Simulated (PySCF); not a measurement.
C5H7F, SMILES C(=C)[C@H]1[C@@H](F)C1.

The structure is a stationary point at PBE0-D3(BJ)/def2-SVP. The values are those of a single conformer.

Two levels are set side by side: TDA-PBE/def2-SVPD (PySCF) and TDA-LC-ωPBE/def2-SVPD (PySCF). Vertical, same geometry. The lowest singlet is HOMO→LUMO+1 100 % with PBE and HOMO→LUMO 79 % with the other functional; states are paired by order. Differences are taken from unrounded values.

```
quantity                               TDA-LC-ωPBE  TDA-PBE  TDA-PBE minus TDA-LC-ωPBE
-------------------------------------  -----------  -------  -------------------------
lowest singlet excitation (eV)                7.55     6.06                      -1.49
lowest triplet excitation (TDA) (eV)          4.08     4.25                       0.17
first bright state (f over 0.05) (eV)         7.55     6.18                      -1.36
its oscillator strength                       0.71     0.07                      -0.64
```

A lower first singlet is the usual sign of a functional without exact exchange. Differences between two approximate levels are no errors against the true value.

Rough cost on one machine, each run with all the roots and properties that it gave: TDA-LC-ωPBE against TDA-PBE about 3 times.
